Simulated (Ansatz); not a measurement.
Steps of a relaxation of CH3F3MoO2, SMILES `C[O][Mo](=[O])([F])([F])[F]` with RKS PBE0-D4/def2-TZVP.

```sh
$ ansatz run in.yaml --threads 4 --pin off --events-out ev --progress --plain --max-ram 11315MiB
```

```yaml
crystal:
  periodic: [false, false, false]
  atoms:
    - {symbol: C, position_ang: [0.581264, -1.621900, 0.178121]}
    - {symbol: O, position_ang: [-0.421951, -0.639483, 0.134938]}
    - {symbol: Mo, position_ang: [-0.568230, 1.195900, -0.121794]}
    - {symbol: O, position_ang: [-2.063548, 1.350689, -0.856761]}
    - {symbol: F, position_ang: [0.110961, 2.932592, -0.129714]}
    - {symbol: F, position_ang: [-0.825643, 1.453069, 1.707999]}
    - {symbol: F, position_ang: [0.723998, 0.927367, -1.461516]}
    - {symbol: H, position_ang: [1.338763, -1.402497, -0.608763]}
    - {symbol: H, position_ang: [0.126504, -2.616207, -0.011672]}
    - {symbol: H, position_ang: [1.080884, -1.630830, 1.172160]}
basis:
  gaussian: {orbitals: def2-TZVP}
hamiltonian: {xc: pbe0, dispersion: d4}
relax: {f_tol: 0.005, max_steps: 150}
```

Positions (Å) and forces (eV/Å) along the path, 12 of 12 steps:

```xyz
10
step=1 energy=-15184.2059 eV
C     0.581   -1.622    0.178    0.345   -0.205   -0.016
O    -0.422   -0.639    0.135    0.076    0.728   -0.089
Mo   -0.568    1.196   -0.122   -0.955   -0.256   -0.443
O    -2.064    1.351   -0.857    1.531   -0.168    0.757
F     0.111    2.933   -0.130   -0.196   -0.668    0.009
F    -0.826    1.453    1.708    0.123   -0.081   -0.651
F     0.724    0.927   -1.462   -0.395    0.140    0.448
H     1.339   -1.402   -0.609   -0.406   -0.106    0.404
H     0.127   -2.616   -0.012    0.183    0.571    0.098
H     1.081   -1.631    1.172   -0.306    0.046   -0.517
10
step=2 energy=-15184.2821 eV
C     0.579   -1.602    0.176    0.130   -0.146    0.021
O    -0.429   -0.632    0.131    0.061    0.045   -0.055
Mo   -0.568    1.175   -0.124   -0.140    0.005   -0.027
O    -2.041    1.337   -0.845    0.079   -0.012    0.040
F     0.121    2.888   -0.124    0.022   -0.008    0.022
F    -0.813    1.432    1.689    0.010    0.006   -0.014
F     0.716    0.923   -1.450   -0.018   -0.030    0.013
H     1.326   -1.383   -0.602   -0.129   -0.028    0.126
H     0.128   -2.585   -0.009    0.073    0.157    0.032
H     1.066   -1.603    1.162   -0.089    0.012   -0.157
10
step=3 energy=-15184.2844 eV
C     0.581   -1.601    0.176    0.023   -0.024    0.011
O    -0.428   -0.632    0.122   -0.020    0.026    0.004
Mo   -0.571    1.175   -0.125    0.008   -0.035    0.013
O    -2.044    1.340   -0.843   -0.026    0.000   -0.012
F     0.127    2.883   -0.119    0.019   -0.004   -0.002
F    -0.810    1.429    1.688   -0.004   -0.006    0.013
F     0.708    0.915   -1.454    0.013    0.028   -0.029
H     1.329   -1.383   -0.594   -0.004    0.005   -0.001
H     0.135   -2.580   -0.009   -0.004    0.002    0.001
H     1.057   -1.597    1.160   -0.005    0.009    0.002
10
step=4 energy=-15184.2848 eV
C     0.582   -1.601    0.177   -0.016    0.004    0.001
O    -0.430   -0.633    0.116    0.006   -0.024    0.008
Mo   -0.571    1.173   -0.126   -0.019    0.000   -0.005
O    -2.043    1.344   -0.843   -0.021    0.002   -0.009
F     0.135    2.878   -0.110    0.022    0.007   -0.001
F    -0.816    1.423    1.687    0.004   -0.013    0.009
F     0.703    0.918   -1.461    0.016    0.021   -0.021
H     1.328   -1.388   -0.596   -0.001    0.007   -0.006
H     0.136   -2.581    0.000    0.002    0.001    0.006
H     1.059   -1.586    1.160    0.008   -0.005    0.017
10
step=5 energy=-15184.2854 eV
C     0.583   -1.599    0.181   -0.039    0.045   -0.003
O    -0.433   -0.636    0.102    0.014   -0.042   -0.022
Mo   -0.572    1.171   -0.133    0.016    0.028   -0.005
O    -2.046    1.355   -0.843   -0.004   -0.001   -0.001
F     0.152    2.869   -0.094   -0.007   -0.005    0.009
F    -0.817    1.403    1.684    0.006    0.007   -0.004
F     0.691    0.930   -1.482   -0.013   -0.007    0.010
H     1.329   -1.393   -0.593    0.016   -0.001   -0.009
H     0.141   -2.583    0.016   -0.002   -0.014    0.004
H     1.056   -1.568    1.165    0.014   -0.009    0.020
10
step=6 energy=-15184.2856 eV
C     0.583   -1.598    0.183   -0.025    0.032    0.001
O    -0.435   -0.638    0.089    0.009   -0.039   -0.007
Mo   -0.573    1.170   -0.137    0.006    0.028   -0.014
O    -2.049    1.362   -0.841    0.013   -0.002    0.009
F     0.160    2.863   -0.083   -0.007   -0.010   -0.005
F    -0.813    1.392    1.682    0.005   -0.005   -0.005
F     0.680    0.934   -1.497   -0.011    0.005    0.018
H     1.335   -1.395   -0.587    0.002   -0.006    0.006
H     0.146   -2.584    0.023    0.006    0.002    0.003
H     1.049   -1.557    1.171    0.001   -0.004   -0.006
10
step=7 energy=-15184.2859 eV
C     0.581   -1.595    0.183   -0.026    0.018   -0.005
O    -0.443   -0.643    0.080    0.007    0.017   -0.006
Mo   -0.572    1.169   -0.139   -0.021   -0.047   -0.027
O    -2.051    1.364   -0.839    0.026    0.005    0.012
F     0.158    2.863   -0.084    0.000    0.006   -0.002
F    -0.801    1.383    1.682    0.000    0.002    0.015
F     0.683    0.933   -1.494   -0.004    0.008    0.003
H     1.335   -1.392   -0.585    0.007   -0.005    0.001
H     0.151   -2.585    0.026    0.003   -0.001    0.001
H     1.042   -1.549    1.173    0.007   -0.001    0.007
10
step=8 energy=-15184.2862 eV
C     0.579   -1.591    0.186    0.003   -0.011    0.010
O    -0.451   -0.649    0.053    0.012    0.012   -0.001
Mo   -0.572    1.165   -0.148   -0.010   -0.013   -0.012
O    -2.056    1.377   -0.832    0.010   -0.003    0.005
F     0.166    2.855   -0.071    0.000    0.006    0.000
F    -0.784    1.357    1.679    0.001   -0.004    0.007
F     0.670    0.945   -1.516   -0.001   -0.001    0.001
H     1.345   -1.396   -0.571   -0.005    0.002    0.002
H     0.160   -2.587    0.038   -0.002    0.004   -0.001
H     1.025   -1.527    1.184   -0.009    0.006   -0.011
10
step=9 energy=-15184.2863 eV
C     0.578   -1.590    0.189    0.003    0.002    0.010
O    -0.452   -0.651    0.037    0.002    0.003   -0.001
Mo   -0.572    1.165   -0.153   -0.001   -0.012    0.006
O    -2.058    1.381   -0.827    0.001    0.001    0.000
F     0.168    2.854   -0.063   -0.002   -0.005   -0.004
F    -0.771    1.339    1.678    0.003    0.003   -0.005
F     0.664    0.953   -1.529    0.001    0.010    0.003
H     1.351   -1.400   -0.563   -0.003   -0.003    0.004
H     0.162   -2.588    0.046    0.002    0.004    0.001
H     1.013   -1.514    1.190   -0.005   -0.004   -0.013
10
step=10 energy=-15184.2863 eV
C     0.577   -1.591    0.190   -0.002    0.001    0.001
O    -0.451   -0.652    0.028    0.008    0.002    0.001
Mo   -0.571    1.164   -0.156   -0.002    0.010    0.003
O    -2.060    1.382   -0.824    0.001    0.000    0.001
F     0.164    2.855   -0.062   -0.002   -0.002   -0.001
F    -0.761    1.332    1.677    0.001   -0.006   -0.009
F     0.662    0.963   -1.536   -0.003   -0.003    0.004
H     1.356   -1.405   -0.557   -0.003   -0.003    0.005
H     0.162   -2.589    0.049    0.002    0.002    0.001
H     1.006   -1.511    1.194   -0.001   -0.002   -0.006
10
step=11 energy=-15184.2863 eV
C     0.577   -1.591    0.191   -0.006    0.002   -0.005
O    -0.449   -0.651    0.025    0.010   -0.009    0.002
Mo   -0.571    1.165   -0.157    0.005    0.002   -0.001
O    -2.061    1.382   -0.823   -0.003   -0.001   -0.001
F     0.161    2.858   -0.062   -0.001    0.000    0.002
F    -0.757    1.329    1.676    0.000    0.002    0.001
F     0.661    0.966   -1.537    0.000   -0.001   -0.001
H     1.358   -1.408   -0.554   -0.002    0.002    0.001
H     0.160   -2.589    0.050   -0.002   -0.001   -0.001
H     1.003   -1.512    1.195   -0.001    0.004    0.002
10
step=12 energy=-15184.2863 eV
C     0.577   -1.592    0.191   -0.005    0.005   -0.001
O    -0.448   -0.650    0.026    0.005   -0.004    0.001
Mo   -0.570    1.165   -0.157   -0.002   -0.001   -0.001
O    -2.061    1.381   -0.823    0.001    0.000    0.000
F     0.159    2.859   -0.062    0.001    0.000   -0.001
F    -0.757    1.331    1.676    0.000    0.000    0.001
F     0.662    0.966   -1.537    0.000    0.001    0.000
H     1.358   -1.409   -0.554    0.000    0.000    0.000
H     0.159   -2.589    0.049    0.000    0.000    0.000
H     1.003   -1.513    1.195    0.000    0.000    0.001
```

It took 44 s on 4 threads of an Intel Xeon 6975P-C on a shared host, with 0.78 GiB of host memory at the peak.
